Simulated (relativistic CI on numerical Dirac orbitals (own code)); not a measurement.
**Re⁴⁺: resonant inelastic scattering at the L2,3 edge**

Computed with this model: Dirac-Coulomb-Breit CI, orbitals from a KLI potential per configuration, model QED (radiative potential, 1s self-energy scaled to tabulated hydrogen-like ionisation energies), valence Slater integrals scaled by 0.7, Kramers-Heisenberg scattering through one core-hole configuration in a parametric crystal field; configurations [Xe] 4f14 5d3 → [He] 2s2 2p5 3s2 3p6 3d10 4s2 4p6 4d10 4f14 5s2 5p6 5d4; 80 K; core-hole width 5 eV; summed over polarisations. Incident energies are the highest absorption maxima for each field (at most a few, so the weaker spin-orbit partner edge can be absent), on the computed scale of the free ion. Intensities are in per cent of the strongest line above 0.02 eV; levels within 1 cm⁻¹ are merged; final levels count from the ground level, the first row holds all elastic scattering, lines under 0.4 are left out and each table stops after 24 rows. The scale of the Slater integrals is a model choice and moves the terms in proportion.

Field parameters in Wybourne normalisation: D3d B²₀ = −7Dσ, B⁴₀ = −14Dq − 21Dτ, B⁴₃ = −14√(10/7) Dq. The field is a parameter set, without covalency.

S is read from ⟨S²⟩ = S(S + 1).

D3d, 10Dq = 40400, Dσ = -1200, Dτ = 0 cm⁻¹:

```tsv
Final level (eV)	Degeneracy	Irrep	S	10539.5 eV	11961.1 eV
0.000	2	Γ4	1.45	1808.3	192.9
0.027	2	Γ5+Γ6	1.47	1.8	16.7
1.213	2	Γ4	0.58	5.9	18.8
1.401	2	Γ5+Γ6	0.54	3.1	10.5
1.556	2	Γ4	0.51	3.5	3.8
1.605	2	Γ5+Γ6	0.53	6.5	24.8
1.643	2	Γ4	0.52	12.9	26.4
2.601	2	Γ4	0.55	13.7	33.1
2.747	2	Γ5+Γ6	0.56	10.9	23.7
2.998	2	Γ4	0.55	6.6	11.9
4.921	2	Γ4	1.48	32.1	4.0
4.965	2	Γ4	1.47	85.4	9.2
4.986	2	Γ5+Γ6	1.46	100.0	6.9
5.062	2	Γ4	1.47	13.9	1.6
5.221	2	Γ5+Γ6	1.45	15.3	2.2
5.325	2	Γ4	1.45	86.3	6.3
5.775	2	Γ4	1.32	28.5	2.4
5.924	2	Γ4	1.34	38.7	2.5
6.014	2	Γ5+Γ6	1.33	25.9	6.2
6.078	2	Γ4	1.32	14.1	4.8
6.187	2	Γ4	1.45	4.9	3.6
6.204	2	Γ5+Γ6	1.44	4.2	3.0
6.292	2	Γ4	0.72	10.8	1.1
6.432	2	Γ5+Γ6	0.76	4.6	1.3
```

D3d, 10Dq = 40400, Dσ = -860, Dτ = 0 cm⁻¹:

```tsv
Final level (eV)	Degeneracy	Irrep	S	10539.6 eV	11961.1 eV
0.000	2	Γ4	1.46	1949.7	210.3
0.020	2	Γ5+Γ6	1.47	1.9	17.3
1.276	2	Γ4	0.57	6.2	22.5
1.420	2	Γ5+Γ6	0.54	4.0	16.4
1.554	2	Γ4	0.51	3.5	4.3
1.585	2	Γ5+Γ6	0.52	6.1	21.6
1.644	2	Γ4	0.52	12.6	26.1
2.600	2	Γ4	0.54	14.4	36.0
2.730	2	Γ5+Γ6	0.56	11.1	24.0
2.912	2	Γ4	0.56	7.5	13.8
4.938	2	Γ4	1.48	33.3	4.3
4.992	2	Γ4	1.46	92.1	9.8
5.016	2	Γ5+Γ6	1.46	100.0	7.0
5.093	2	Γ4	1.47	21.1	1.8
5.181	2	Γ5+Γ6	1.45	24.7	2.5
5.284	2	Γ4	1.46	87.8	6.5
5.763	2	Γ4	1.32	35.9	2.3
5.922	2	Γ4	1.36	37.4	2.5
5.995	2	Γ5+Γ6	1.35	26.5	6.0
6.062	2	Γ4	1.36	14.2	4.9
6.159	2	Γ4	1.46	6.3	4.6
6.172	2	Γ5+Γ6	1.45	5.1	4.1
6.317	2	Γ4	0.68	12.2	1.2
6.455	2	Γ5+Γ6	0.71	5.4	1.3
```

For the first field the strongest loss at the lowest incident energy is the level at 4.99 eV (S = 1.46, against 1.45 in the thermal ground state). Levels of other spin, the first over 8 % at 1.21 eV, appear because spin-orbit coupling of the core hole, and in heavier ions of the valence shell too, mixes spins.
